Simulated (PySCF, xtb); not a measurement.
C3H9N, SMILES CCNC.

GFN2-xTB (xtb 6.7.1) at its own geometry gives an orbital gap of 10.94 eV and a dipole moment of 1.09 D.

The structure is a stationary point at B3LYP-D3(BJ)/def2-SVP. The values are those of a single conformer.

Problem. What does PBE/def2-TZVP (PySCF) give? (Estimate from the structure and the level; the computed values follow.)

Solution. gap 5.33 eV (levels -4.94 and 0.39 eV), dipole 0.81 D.
